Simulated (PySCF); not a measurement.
MgO (SMILES [O]=[Mg]), singlet, geometry from GFN2-xTB (such geometries of metal compounds can be far from the true shape). Base run: DF-PBE0/3-21G in PySCF.

Here is a job for PySCF.
```python
from pyscf import gto, scf, dft

mol = gto.M(
    atom='''
Mg   -0.00000000   -0.00000000   -0.65696814
O     0.00000000    0.00000000    0.98545221
''',
    basis='3-21g',
    verbose=4,
)

mf = dft.RKS(mol)
mf.xc = 'pbe0'
mf = mf.density_fit(auxbasis='def2-universal-jkfit')
mf.kernel()
```

The base run was repeated with changes; each row names its change, and settings that it needs were set with it.

| change | basis functions | E (Eh) | HOMO (eV) | HOMO-LUMO gap (eV) | dipole (D) |
|---|---|---|---|---|---|
| base | 22 | -273.44117 | -6.08 | 2.69 | 5.34 |
| basis = LANL2DZ | ? | ? | -6.25 | ? | ? |
| basis = 6-31G | 22 | -274.97391 | -6.24 | 2.72 | 6.50 |
| basis = pc-1 | ? | ? | ? | ? | ? |
| basis = def2-SV(P) | 32 | ? | ? | ? | ? |
| basis = cc-pVDZ | 32 | -275.01375 | -6.14 | 2.72 | 6.51 |
| basis = pc-2 | ? | ? | ? | ? | ? |
| basis = 6-311++G** | 52 | -275.03532 | -6.25 | 2.72 | 7.53 |
| basis = def2-TZVPP | 63 | -275.04974 | -6.21 | 2.73 | 7.42 |
| basis = def2-TZVP | 63 | -275.04974 | -6.21 | 2.73 | 7.42 |
| basis = cc-pVTZ | 64 | -275.04951 | -6.14 | 2.72 | 6.98 |
| basis = def2-QZVP | 108 | -275.06510 | -6.19 | 2.73 | 7.52 |
| basis = cc-pVQZ | 114 | -275.06005 | -6.18 | 2.73 | 7.28 |

Task: Fill in the missing entries.

Result: 
- basis = LANL2DZ, basis functions: 17
- basis = LANL2DZ, E (Eh): -75.87399
- basis = LANL2DZ, HOMO-LUMO gap (eV): 2.63
- basis = LANL2DZ, dipole (D): 7.00
- basis = pc-1, basis functions: 24
- basis = pc-1, E (Eh): -274.97769
- basis = pc-1, HOMO (eV): -5.80
- basis = pc-1, HOMO-LUMO gap (eV): 2.71
- basis = pc-1, dipole (D): 6.92
- basis = def2-SV(P), E (Eh): -274.88040
- basis = def2-SV(P), HOMO (eV): -6.23
- basis = def2-SV(P), HOMO-LUMO gap (eV): 2.70
- basis = def2-SV(P), dipole (D): 7.29
- basis = pc-2, basis functions: 49
- basis = pc-2, E (Eh): -275.05446
- basis = pc-2, HOMO (eV): -6.20
- basis = pc-2, HOMO-LUMO gap (eV): 2.75
- basis = pc-2, dipole (D): 7.27

Totals compare only among sets that treat the same electrons; sets with core potentials leave the core out.
